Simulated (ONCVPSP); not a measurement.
# Al, ONCV: configuration errors across variants

ONCVPSP 4.0.1 input, shortened (lines: element, Z, core and valence counts, functional; n l f; lmax; l rc ep ncon nbas qcut; lloc lpopt rc5 dvloc0; l nproj debl; icmod fcfact rcfact), PW91, scalar-relativistic:

```
  Al 13.00    3    2  -109134      upf
    1    0    2.00
    2    0    2.00
    2    1    6.00
    3    0    2.00
    3    1    0.50
    2
    0    2.05    0.00    4    8    3.70
    1    2.55    0.00    5   10    3.00
    2    2.50    0.03    4    7    4.00
    4    5    1.75    0.00
    0    2    3.20
    1    2    3.20
    2    2    2.40
    3    1.75    1.20
```

All-electron excitation energies from the reference (eV): (1) 3s2 3p1 -2.103; (2) 3s2 3p0 3.699; (3) 3s1 3p0 22.977; (4) 3s0 3p3 8.366.

Errors AE − PS in meV (a dash: test not solved or not reliable):

```tsv
change	(1)	(2)	(3)	(4)	bound ghosts	GHOST(+) flags above zero
base	-0.2	-0.7	+8.7	+11	none	none
d: nproj 3	-0.2	-0.7	+8.7	+11	none	none
p: nbas 9	-0.2	-0.7	+9.0	+10.0	none	none
p: qcut 3.4	-0.2	-0.6	+9.1	+9.5	none	none
core correction Teter function, fcfact 4.25, rcfact 1	-0.3	-0.9	+20	+18	none	none
core correction Teter function, fcfact 2.6, rcfact 1.2	-0.1	-0.6	+11	+9.6	none	none
```

Question: Give the same row for: core correction Teter function, fcfact 1.75, rcfact 1.64.

Answer: +0.1, -0.9, -32, -6.3; bound ghosts: none; GHOST(+) flags above zero: none.
